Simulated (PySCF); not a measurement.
Gas-phase reaction: 2 WO₂F₂ + 3 F₂ = 2 WOF₄ + 2 FO

Computed with PySCF and rigid-rotor harmonic-oscillator thermochemistry at 1 bar. † marks an energy on the PBE0/def2-TZVP geometry and frequencies; other levels use their own. Open shells (unrestricted): FO (multiplicity 2); the rest are closed-shell singlets. Spin-orbit splitting is ignored; it lowers the true energy and changes the entropy of FO. W: scalar-relativistic def2 core potential, no spin-orbit coupling. WO₂F₂: computed as isolated molecules; such fragments, hydroxides, amides, oligomers or adducts are transient or little studied in the gas.

BLYP/def2-TZVP† gives ΔH°(298 K) = -598 kJ.

What do PBE/def2-SVP, ωB97M-V/def2-TZVP†, ωB97X-V/def2-TZVP† give?

PBE/def2-SVP: -645 kJ; ωB97M-V/def2-TZVP†: -656 kJ; ωB97X-V/def2-TZVP†: -669 kJ. For scale, ΔH°(298 K) is -598 kJ at this level, -656 kJ at ωB97M-V/def2-TZVP†, and runs from -900 to -537 kJ over the 18 levels computed.
